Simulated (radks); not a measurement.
In3+, 46 electrons, occupied as [Ar] 3d10 4s1 4p6 4d10 4f1 (not the ground configuration). All-electron calculation, Dirac Kohn-Sham, BLYP, spin-unpolarised, spherical densities, finite nucleus; open shells fill j = l - 1/2 first; Fermi nuclear charge, rms radius 4.6156 fm. Program: a radial shooting solver on a logarithmic mesh with Libxc functionals. Some entries of the table are withheld. Estimate them.

orbital  occ.  eigenvalue (eV)  <1/r> (bohr^-1)
1s1/2       2        -27785.67            51.86
2s1/2       2        -4196.640            12.00
2p1/2       2        -3917.229              (1)
2p3/2       4        -3706.195              (2)
3s1/2       2        -831.5639            4.228
3p1/2       2              (3)            4.136
3p3/2       4              (4)            3.943
3d3/2       4        -480.8456            3.786
3d5/2       6        -473.0297            3.737
4s1/2       1        -160.6690            1.660
4p1/2       2        -123.4434            1.546
4p3/2       4        -116.5587            1.484
4d3/2       4         -58.1287            1.212
4d5/2       6         -57.1591            1.197
5s1/2       0         -38.1162           0.6126
5p1/2       0         -29.5318           0.5323
5p3/2       0         -28.6566           0.5165
5d3/2       0              (5)           0.3765
5d5/2       0              (6)           0.3743
4f5/2       1              (7)           0.3521
4f7/2       0              (8)           0.3514
5f5/2       0          -7.2750           0.2240
5f7/2       0          -7.2704           0.2235

Answer. 
(1) 2p1/2 <1/r> (bohr^-1): 11.98
(2) 2p3/2 <1/r> (bohr^-1): 11.19
(3) 3p1/2 eigenvalue (eV): -718.7385
(4) 3p3/2 eigenvalue (eV): -680.6057
(5) 5d3/2 eigenvalue (eV): -17.3709
(6) 5d5/2 eigenvalue (eV): -17.2685
(7) 4f5/2 eigenvalue (eV): -12.1728
(8) 4f7/2 eigenvalue (eV): -12.1671
